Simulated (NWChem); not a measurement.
System meant: C$_{3}$H$_{4}$O$_{2}$Si; SMILES O=CO[SiH2]C#C

Input file for NWChem:

```
start job
memory heap 200 mb stack 900 mb global 1100 mb
geometry units angstroms noautosym nocenter noautoz
  C      1.086938     2.535957    -0.227307
  C      0.279031     1.650556    -0.034372
  Si    -0.970358     0.364155     0.262582
  O     -0.650935    -1.041015    -0.664501
  C      0.402800    -1.821910    -0.361029
  O      1.189823    -1.608871     0.527825
  H      1.805270     3.308317    -0.395472
  H     -1.062200     0.021969     1.697215
  H     -2.278570     0.802274    -0.267273
  H      0.448717    -2.688478    -1.037410
end
basis spherical
  * library def2-svp
end
dft
  xc xtpss03 ctpss03
  iterations 150
end
property
  shielding
end
task dft property
```

End of the output:

```
 Vector   29  Occ=0.000000D+00  E=-2.944550D-02
              MO Center=  3.4D-01,  1.5D+00, -5.2D-02, r^2= 3.8D+00
   Bfn.  Coefficient  Atom+Function         Bfn.  Coefficient  Atom+Function
  ----- ------------  ---------------      ----- ------------  ---------------
     9      0.436995   1 C  pz              100     -0.374464   9 H  s
    23     -0.371281   2 C  pz               95      0.332029   8 H  s
     6      0.323776   1 C  pz                7      0.298706   1 C  px
    41     -0.299574   3 Si pz               39     -0.284843   3 Si px
    20     -0.259939   2 C  pz               21     -0.256739   2 C  px

 center of mass
 --------------
 x =   0.03026962 y =  -0.04471427 z =  -0.04375446

 moments of inertia (a.u.)
 ------------------
         895.842763998204         -11.095049785601          -9.482888851320
         -11.095049785601         365.904354042007          -6.109619414747
          -9.482888851320          -6.109619414747        1120.262078735082

     Multipole analysis of the density
     ---------------------------------

     L   x y z        total         alpha         beta         nuclear
     -   - - -        -----         -----         ----         -------
     0   0 0 0     -0.000000    -26.000000    -26.000000     52.000000

     1   1 0 0     -0.227206     -0.351636     -0.351636      0.476065
     1   0 1 0      0.331890      0.609292      0.609292     -0.886693
     1   0 0 1     -0.347185      0.919093      0.919093     -2.185370

     2   2 0 0    -30.995139    -98.002056    -98.002056    165.008973
     2   1 1 0      3.448878     -3.584344     -3.584344     10.617565
     2   1 0 1     -2.688443     -1.579255     -1.579255      0.470067
     2   0 2 0    -26.013432   -236.018905   -236.018905    446.024379
     2   0 1 1      1.260805     -2.101841     -2.101841      5.464486
     2   0 0 2    -31.733299    -37.311460    -37.311460     42.889622

          -----------------------------------------
          Chemical Shielding Tensors (GIAO, in ppm)
          -----------------------------------------

 ------------------------------------------------------------------------
  xtpss03: d2 not coded                    0
 ------------------------------------------------------------------------
 ------------------------------------------------------------------------
  current input line :
    25: task dft property
 ------------------------------------------------------------------------
 ------------------------------------------------------------------------
 This error has not yet been assigned to a category
 ------------------------------------------------------------------------
 For more information see the NWChem manual at https://nwchemgit.github.io

0: xtpss03: d2 not coded:Received an Error in Communication
```

Q: Can this run be used? If not, why, and what is the fix?

A: The run crashed. Cause: this functional's second derivatives, which shieldings need, aren't coded here; the fix takes a hybrid GGA instead. This input runs:
```
start job
memory heap 200 mb stack 900 mb global 1100 mb
geometry units angstroms noautosym nocenter noautoz
  C      1.086938     2.535957    -0.227307
  C      0.279031     1.650556    -0.034372
  Si    -0.970358     0.364155     0.262582
  O     -0.650935    -1.041015    -0.664501
  C      0.402800    -1.821910    -0.361029
  O      1.189823    -1.608871     0.527825
  H      1.805270     3.308317    -0.395472
  H     -1.062200     0.021969     1.697215
  H     -2.278570     0.802274    -0.267273
  H      0.448717    -2.688478    -1.037410
end
basis spherical
  * library def2-svp
end
dft
  xc pbe0
  iterations 150
end
property
  shielding
end
task dft property
```
It converges to -555.92476 Ha (PBE0/def2-SVP, GIAO).
